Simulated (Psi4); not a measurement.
C3H7O2 (SMILES COCC[O]), doublet, at a GFN2-xTB geometry; B3LYP5/def2-SVP run with Psi4 1.11.

Psi4 was given this input:
```
memory 2 GB

molecule mol {
0 2
  C     1.990232    0.404673    0.012285
  O     1.123079   -0.622638   -0.398457
  C    -0.167688   -0.238057   -0.674889
  C    -1.053511   -0.054876    0.661831
  O    -2.241623    0.370929    0.357930
  H     2.004153    1.227319   -0.710778
  H     1.693747    0.801510    0.991523
  H     2.981302   -0.037507    0.091200
  H    -0.641156   -1.045567   -1.234945
  H    -0.231553    0.705857   -1.227818
  H    -1.015250   -1.018851    1.206866
  H    -0.457099    0.710468    1.212802
}

set basis def2-svp
set reference uks

energy('b3lyp5')
print_variables()
```

Output, abridged:

```
   => Loading Basis Set <=

    Name: DEF2-SVP
    Role: ORBITAL
    Keyword: BASIS

         ---------------------------------------------------------
                                   SCF
               by Justin Turney, Rob Parrish, Andy Simmonett
                          and Daniel G. A. Smith
                              UKS Reference
         ---------------------------------------------------------

  ==> Geometry <==

    Molecular point group: c1
    Full point group: C1

    Geometry (in Angstrom), charge = 0, multiplicity = 2:

       Center              X                  Y                   Z               Mass
    ------------   -----------------  -----------------  -----------------  -----------------
         C            2.047458778559     0.422415037063     0.016630131076    12.000000000000
         O            1.180305778559    -0.604895962937    -0.394111868924    15.994914619570
         C           -0.110461221441    -0.220314962937    -0.670543868924    12.000000000000
         C           -0.996284221441    -0.037133962937     0.666176131076    12.000000000000
         O           -2.184396221441     0.388671037063     0.362275131076    15.994914619570
         H            2.061379778559     1.245061037063    -0.706432868924     1.007825032230
         H            1.750973778559     0.819252037063     0.995868131076     1.007825032230
         H            3.038528778559    -0.019764962937     0.095545131076     1.007825032230
         H           -0.583929221441    -1.027824962937    -1.230599868924     1.007825032230
         H           -0.174326221441     0.723599037063    -1.223472868924     1.007825032230
         H           -0.958023221441    -1.001108962937     1.211211131076     1.007825032230
         H           -0.399872221441     0.728210037063     1.217147131076     1.007825032230

  Running in c1 symmetry.

  Rotational constants: A =      0.49400  B =      0.08642  C =      0.08127 [cm^-1]
  Rotational constants: A =  14809.81996  B =   2590.74637  C =   2436.32358 [MHz]
  Nuclear repulsion =  182.712197197662618

  Charge       = 0
  Multiplicity = 2
  Electrons    = 41
  Nalpha       = 21
  Nbeta        = 20

  ==> Algorithm <==

  SCF Algorithm Type is DF.
  DIIS enabled.
  MOM disabled.
  Fractional occupation disabled.
  Guess Type is SAD.
  Energy threshold   = 1.00e-06
  Density threshold  = 1.00e-06
  Integral threshold = 1.00e-12

  ==> Primary Basis <==

  Basis Set: DEF2-SVP
    Blend: DEF2-SVP
[...]
      Ntotal   =   40.9999841882 ; deviation = -1.581e-05

   @Spin Contamination Metric:   4.647116858E-03
   @S^2 Expected:                7.500000000E-01
   @S^2 Observed:                7.546471169E-01
   @S   Expected:                5.000000000E-01
   @S   Observed:                5.000000000E-01

    Orbital Energies [Eh]
    ---------------------

    Alpha Occupied:

[...]
    Alpha Virtual:

[...]
    Beta Occupied:

[...]
    Beta Virtual:

[...]
     105A      3.513188

    Final Occupation by Irrep:
              A
    DOCC [    20 ]
    SOCC [     1 ]
    NA   [    21 ]
    NB   [    20 ]

  @DF-UKS Final Energy:  -268.52609010989141

   => Energetics <=

    Nuclear Repulsion Energy =            182.7121971976626185
    One-Electron Energy =                -727.0791772833329105
    Two-Electron Energy =                 304.8459943940825383
    DFT Exchange-Correlation Energy =     -29.0051044183035955
    Empirical Dispersion Energy =           0.0000000000000000
    VV10 Nonlocal Energy =                  0.0000000000000000
    Total Energy =                       -268.5260901098913564

  UHF NO Occupations:
  HONO-2 :   19  A 1.9996414
  HONO-1 :   20  A 1.9984108
  HONO-0 :   21  A 1.0000000
  LUNO+0 :   22  A 0.0015892
  LUNO+1 :   23  A 0.0003586
  LUNO+2 :   24  A 0.0001234
  LUNO+3 :   25  A 0.0000936

Computation Completed

Properties will be evaluated at   0.000000,   0.000000,   0.000000 [a0]

Properties computed using the SCF density matrix

 Multipole Moments:

 ------------------------------------------------------------------------------------
     Multipole            Electronic (a.u.)      Nuclear  (a.u.)        Total (a.u.)
 ------------------------------------------------------------------------------------

 L = 1.  Multiply by 2.5417464519 to convert [e a0] to [Debye]
 Dipole X            :         -3.4070814            4.4338416            1.0267602
 Dipole Y            :         -1.1322761            1.3746256            0.2423494
 Dipole Z            :         -0.3563019            0.3366479           -0.0196540
 Magnitude           :                                                    1.0551568

 ------------------------------------------------------------------------------------

  Variable Map:
  ----------------------------------------------------------------------------
[...]
  Array Variable Map:
  ----------------------------------------------------------------------------
[...]
[...]
```
